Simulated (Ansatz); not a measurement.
Consider the redistribution: `C[SiH2]OCO` + `[CH3][SnH3]` → `OCO[SiH3]` + `C[CH2][SnH3]`.

Gas-phase electronic energies from Ansatz, PBE0-D4/def2-TZVP geometries. CBS: MP2 limit from def2 TZ/QZ plus the TZ coupled-cluster correction, frozen cores. Elements past krypton have def2 core potentials. For Sn outer-core shells are correlated without core-valence functions, which leaves a few kJ/mol of doubt a bond. One conformer a species, not always the lowest.

`C[SiH2]OCO`:

Z-matrix (Å, degrees):
```
C
Si 1 1.857
H 1 1.092 2 111.0
H 1 1.093 2 110.4 3 -120.2
H 1 1.092 2 110.7 3 120.3
O 2 1.659 1 106.8 3 -61.4
H 2 1.488 1 110.1 3 177.9
H 2 1.491 1 111.7 3 57.4
C 6 1.396 2 122.7 1 160.5
O 9 1.394 6 112.8 2 58.7
H 9 1.095 6 110.8 2 -59.2
H 9 1.096 6 106.5 2 -178.4
H 10 0.962 9 108.3 6 64.7
```

`[CH3][SnH3]`:

Z-matrix (Å, degrees):
```
C
Sn 1 2.140
H 1 1.090 2 110.0
H 1 1.090 2 110.0 3 -120.0
H 1 1.090 2 110.0 3 120.0
H 2 1.709 1 110.1 3 -59.7
H 2 1.709 1 110.1 3 -179.7
H 2 1.709 1 110.1 3 60.3
```

`OCO[SiH3]`:

Z-matrix (Å, degrees):
```
C
O 1 1.405
O 1 1.381 2 110.1
H 1 1.095 2 110.7 3 -117.0
H 1 1.101 2 108.9 3 122.7
Si 2 1.645 1 124.2 3 174.7
H 3 0.962 1 108.3 2 61.2
H 6 1.490 2 110.9 1 60.8
H 6 1.480 2 106.4 1 -179.3
H 6 1.489 2 110.7 1 -59.2
```

`C[CH2][SnH3]`:

```xyz
11

C    -1.387   -0.190   -0.565
C     0.121   -0.264   -0.751
Sn    1.219    0.343    0.996
H    -1.727   -0.835    0.250
H    -1.717    0.826   -0.333
H    -1.917   -0.505   -1.470
H     0.438   -1.281   -0.995
H     0.447    0.374   -1.576
H     0.801   -0.663    2.316
H     0.817    1.957    1.396
H     2.905    0.239    0.731
```

| species | CCSD(T)/CBS(def2) energy (Eh) |
| --- | --- |
| `C[SiH2]OCO` | -520.38702 |
| `[CH3][SnH3]` | -255.66383 |
| `OCO[SiH3]` | -481.10433 |
| `C[CH2][SnH3]` | -294.92046 |

(1) Work out ΔE.

Largest T1 diagnostic among the species: 0.012.

## Answers

(1) ΔE = (-481.10433) + (-294.92046) − (-520.38702) − (-255.66383) = 0.02606 Eh = +68.4 kJ/mol.
